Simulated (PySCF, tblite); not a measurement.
Isomers of C5H16SSi2. Level: GFN2-xTB in tblite, geometry and Hessian alike; calculated harmonic values, unscaled, isolated species. Against measured fundamentals such values can be off by several per cent, at times by over 20. Modes of hydrogen on silicon and sulfur can be 10 to 20 % off. One conformer each.

Electronic energies: PBE0/pcSseg-1 single points on the GFN2-xTB geometries (PySCF, gas phase).

```
                   SMILES  electronic energy, lowest = 0 (kJ/mol)
 C[SiH2][SiH2]C[C@H](C)CS                                   158.4
  CC[Si@@H](S[SiH3])C(C)C                                    11.4
C[Si@@H](S[SiH3])C(C)(C)C                                     0.0
```

Q: How do GFN2-xTB zero-point energies change the relative energies?

A: 
```tsv
SMILES	ZPE (kJ/mol)	of it from modes above 1550 cm⁻¹	electronic (kJ/mol)	with ZPE, lowest = 0 (kJ/mol)	lowest mode (cm⁻¹)	rings
C[Si@@H](S[SiH3])C(C)(C)C	505.8	272.0	0.0	0.0	27	0
CC[Si@@H](S[SiH3])C(C)C	508.3	270.7	11.4	13.8	26	0
C[SiH2][SiH2]C[C@H](C)CS	495.6	263.9	158.4	148.2	23	0
```

The zero-point energies span 12.7 kJ/mol, from `C[SiH2][SiH2]C[C@H](C)CS` to `CC[Si@@H](S[SiH3])C(C)C`. The order is unchanged.

Q: And how do the electronic energies of GFN2-xTB itself compare?

A: `C[Si@@H](S[SiH3])C(C)(C)C` 0.0; `CC[Si@@H](S[SiH3])C(C)C` 13.7; `C[SiH2][SiH2]C[C@H](C)CS` 195.4 kJ/mol, lowest = 0. Against the energies above, taken from the same isomer `C[Si@@H](S[SiH3])C(C)(C)C`, the largest difference is 37.0 kJ/mol.
